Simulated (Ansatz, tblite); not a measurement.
Spin states of the cluster Ba₂S₂⁺, each relaxed with PBE-D4/def2-SVP in Ansatz. Electronic energies in the gas phase.

In the def2 sets Ba takes a core potential; there is no spin–orbit coupling. The xTB rows come from tblite. LC-ωPBE has ω = 0.4 bohr⁻¹. HSE06 is defined as in plane-wave codes, on full-range PBE exchange. Correlated methods freeze 10 core orbitals; core or outer-core shells of Ba are correlated, in sets that lack core-valence functions. In CCSD on the charge 1 quartet the largest single amplitude is 0.47, so its Hartree–Fock determinant may place the open shell otherwise than the density functionals do. The structure comes from a short search, and lower isomers may exist.

Doublet geometry (D2h within 0.1 Å):

```xyz
4

Ba   -1.364   -1.801    0.587
Ba    1.347    1.808   -0.602
S     0.676   -0.882   -1.136
S    -0.660    0.875    1.151
```

Quartet geometry (D2h within 0.1 Å):

Cartesian coordinates in Å:
```
Ba -1.451 -0.164 2.189
Ba 1.449 0.161 -2.190
S -0.909 0.877 -0.537
S 0.911 -0.874 0.539
```

⟨S²⟩: doublet 0.76 at PBE0-D4/def2-TZVP (pure 0.75), quartet 3.77 at PBE0-D4/def2-TZVP (pure 3.75).

Run but left out: HF/def2-TZVP, HF/def2-TZVPP, MP2/def2-TZVP, MP2/def2-TZVPP (quartet: a determinant that CCSD turns far, T1 0.076).

Only these spin states were relaxed. The quartet has other bonds than the doublet, so the gap mixes isomer and spin.

| level | quartet − doublet (kJ/mol) | lowest of these | remarks |
| --- | --- | --- | --- |
| GFN2-xTB | 63.6 | doublet | – |
| r2SCANh-D4/def2-TZVP | 291.4 | doublet | – |
| PBE0-D4/def2-TZVP | 289.3 | doublet | – |
| HSE06-D4/def2-TZVP | 284.4 | doublet | – |
| RPA@PBE/def2-TZVP | 242.3 | doublet | – |
| CCSD(T)/def2-TZVPP | 293.8 | doublet | large T1 (0.076) (quartet) |

**Question.** Estimate the rows for GFN1-xTB, r2SCAN-D4/def2-TZVP, BHLYP-D4/def2-TZVP, LC-ωPBE/def2-TZVP, ωB97M-V/def2-TZVP, CCSD/def2-TZVPP.

**Answer.** 
```json
{"level": "GFN1-xTB", "quartet − doublet (kJ/mol)": "213.2", "lowest of these": "doublet", "remarks": "–"}
{"level": "r2SCAN-D4/def2-TZVP", "quartet − doublet (kJ/mol)": "286.1", "lowest of these": "doublet", "remarks": "–"}
{"level": "BHLYP-D4/def2-TZVP", "quartet − doublet (kJ/mol)": "290.9", "lowest of these": "doublet", "remarks": "–"}
{"level": "LC-ωPBE/def2-TZVP", "quartet − doublet (kJ/mol)": "332.2", "lowest of these": "doublet", "remarks": "–"}
{"level": "ωB97M-V/def2-TZVP", "quartet − doublet (kJ/mol)": "321.1", "lowest of these": "doublet", "remarks": "–"}
{"level": "CCSD/def2-TZVPP", "quartet − doublet (kJ/mol)": "293.3", "lowest of these": "doublet", "remarks": "large T1 (0.076) (quartet)"}
```

The xTB methods have no spin-polarisation term.
